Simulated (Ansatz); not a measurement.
```yaml
crystal:
  periodic: [false, false, false]
  atoms:
    - {symbol: Zr, position_ang: [1.587886, -0.447673, -0.654434]}
    - {symbol: Zr, position_ang: [-0.960990, -0.577396, 1.375930]}
    - {symbol: Zr, position_ang: [-0.543796, 1.794124, -0.568020]}
    - {symbol: O, position_ang: [1.302712, 1.632117, -0.697332]}
    - {symbol: O, position_ang: [-1.068808, 1.511416, 1.191807]}
    - {symbol: O, position_ang: [-2.399591, -1.349302, 0.719565]}
    - {symbol: O, position_ang: [1.316056, -1.160239, -2.240176]}
    - {symbol: O, position_ang: [0.766541, -1.403038, 0.872650]}
basis:
  gaussian: {orbitals: def2-SVP}
total_charge: 1
magnetization: {spin_polarized: true, initial_magnetization: 1}
hamiltonian: {xc: {name: SPW92}}
output: {forces: true}
```

```sh
$ ansatz run in.yaml --threads 4 --pin off --events-out ev --progress --plain --max-ram 8704MiB
```

Output, abridged:

```
Functional definition: SPW92
1549 factors; their error is unknown
mean field evaluation 1: about -13928.8759 eV, gradient 1.3e2 eV
mean field evaluation 2: about -12940.3325 eV, gradient 3.6e2 eV
mean field evaluation 4: about -13399.9493 eV, gradient 2.6e2 eV
mean field evaluation 8: about -13991.2992 eV, gradient 1.1e1 eV
mean field evaluation 16: about -13991.7230 eV, gradient 9.6e-2 eV
mean field evaluation 32: about -13987.9250 eV, gradient 2.0e1 eV
mean field -13991.72302835 eV, -514.1863373612 hartree, gradient 1.1e-5 eV, S^2 0.751499; 4 other end points of the search recorded, 0 dependent functions left out
reference -13991.72309851 eV, -514.1863399396 hartree; 38, 37 occupied and 125, 126 virtual orbitals, 1549 factors
Total energy: -13991.72309851 eV, -514.1863399396 hartree
Atom 0 at     1.587886    -0.447673    -0.654434 Å, force     1.913922    -0.807273    -0.271727 eV/Å
Atom 1 at    -0.960990    -0.577396     1.375930 Å, force    -0.638383    -0.937274     1.761444 eV/Å
Atom 2 at    -0.543796     1.794124    -0.568020 Å, force    -0.196287     1.133846    -0.174100 eV/Å
Atom 3 at     1.302712     1.632117    -0.697332 Å, force    -1.076541    -0.621229     0.263524 eV/Å
Atom 4 at    -1.068808     1.511416     1.191807 Å, force     0.533639    -0.539251    -1.019070 eV/Å
Atom 5 at    -2.399591    -1.349302     0.719565 Å, force     0.622584     0.468781    -0.364567 eV/Å
Atom 6 at     1.316056    -1.160239    -2.240176 Å, force    -0.521906     0.410519     0.547079 eV/Å
Atom 7 at     0.766541    -1.403038     0.872650 Å, force    -0.637030     0.891883    -0.742582 eV/Å
Dipole moment:     0.202914     1.406671     0.344661 e Å
```

Run time 13 s (4 threads of Intel Xeon on a shared host).

In the def2 sets Zr takes a core potential; there is no spin–orbit coupling.

The dipole of an ion depends on the origin.
